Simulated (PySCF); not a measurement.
Isomers of C5H4F2. Theory: TDDFT PBE0/def2-SVPD, vertical, gas phase, core orbitals frozen in the response in PySCF 2.14.0, density-fitted response routines. Geometries: GFN2-xTB; one conformer of each isolated species. Triplets are in the Tamm–Dancoff approximation.

A. `FC(F)C=C1C=C1`
B. `C#C[C@@]1(F)C[C@@H]1F`
C. `FC1=C[C@H](F)C=C1`

Lowest singlet levels (six at most, fewer where fewer were computed) with oscillator strengths:

1. 5.74 eV (f 0.000); 6.60 eV (f 0.012); 7.07 eV (f 0.009); 7.25 eV (f 0.031); 7.45 eV (f 0.031); 7.73 eV (f 0.011); T1 5.15 eV
2. 4.47 eV (f 0.044); 6.50 eV (f 0.037); 6.71 eV (f 0.003); 6.81 eV (f 0.007); 7.03 eV (f 0.018); 7.21 eV (f 0.009); T1 2.69 eV
3. 4.46 eV (f 0.012); 6.20 eV (f 0.000); 6.48 eV (f 0.000); 6.77 eV (f 0.000); 7.09 eV (f 0.560); 7.13 eV (f 0.020); T1 3.38 eV

Task: Match each spectrum to its molecule.

Result: 1 = B, 2 = C, 3 = A.
- A: S1 at 4.46 eV, HOMO→LUMO (99%); Löwdin shares by element: HOMO carbon 85% or more (atoms not listed hold the other 15%); LUMO carbon 86% or more, hydrogen 7% or more; HOMO -6.83 and LUMO -1.22 eV; point group Cs, 3 of its 6 listed states under f = 0.0005.
- B: S1 at 5.74 eV, HOMO→LUMO (94%); Löwdin shares by element: HOMO carbon 74% or more (atoms not listed hold the other 26%); LUMO carbon 60% or more, fluorine 10% or more (atoms not listed hold the other 30%); HOMO -7.83 and LUMO -0.28 eV.
- C: S1 at 4.47 eV, HOMO→LUMO (98%); Löwdin shares by element: HOMO carbon 82% or more (atoms not listed hold the other 18%); LUMO carbon 72% or more (atoms not listed hold the other 28%); HOMO -6.99 and LUMO -1.63 eV.
A and C have S1 within 0.01 eV of each other; their strongest listed levels stand at 7.09 eV (f 0.560) and 4.47 eV (f 0.044).
